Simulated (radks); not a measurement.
Values are calculated unless marked as measured or tabulated.
All-electron atom: Xe15+ in [Kr] 4d3 (the NIST ground configuration). Level of theory: Dirac Kohn-Sham, LDA (Slater exchange, Perdew-Wang correlation), spin-unpolarised, spherical densities, finite nucleus; open shells fill j = l - 1/2 first; Fermi nuclear charge, rms radius 4.7859 fm (a radial shooting solver on a logarithmic mesh with Libxc functionals).

Spin-orbit splittings of the eigenvalues, e(l+1/2) - e(l-1/2), with zeta = 2 splitting/(2l+1) and mean radii in bohr:

shell,occ.,splitting (eV),zeta (eV),<r> j=l-1/2,<r> j=l+1/2
2p,6,324.3,216.2,0.09621,0.1020
3p,6,62.28,41.52,0.2950,0.3065
3d,10,13.27,5.307,0.2765,0.2801
4p,6,14.80,9.869,0.6936,0.7145
4d,3,2.814,1.126,0.7458,0.7521
5p,0,5.106,3.404,1.328,1.358
